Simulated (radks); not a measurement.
Problem. The mean radii <r> (bohr) of the occupied orbitals of an atom or ion are listed with their occupations. Method: scalar-relativistic Kohn-Sham, BLYP, spin-polarised, spherical densities, finite nucleus; Fermi nuclear charge, rms radius of each element as measured or else 0.836 A^(1/3) + 0.57 fm; computed with a radial shooting solver on a logarithmic mesh with Libxc functionals.

orbital  occ.      <r>
1s up       1  0.01932
1s down     1  0.01932
2s up       1  0.08186
2s down     1  0.08185
2p up       3  0.07293
2p down     3  0.07293
3s up       1   0.2117
3s down     1   0.2117
3p up       3   0.2111
3p down     3   0.2110
3d up       5   0.1911
3d down     5   0.1911
4s up       1   0.4458
4s down     1   0.4460
4p up       3   0.4620
4p down     3   0.4624
4d up       5   0.4688
4d down     2   0.4693

Name the element and its charge. Open shells, if any, are filled with parallel spins first.

Solution. Z = 71, lutetium, charge +28: Lu28+ in [Kr] 4d7. The 1s radius gives Z: for a bare nucleus <r> = (2 gamma + 1)/(2Z) with gamma = sqrt(1 - (Z/c)^2), 0.01909 bohr for Z = 71, and screening makes it slightly larger (0.01932 here). The occupations add up to 43, and the charge is Z minus that.
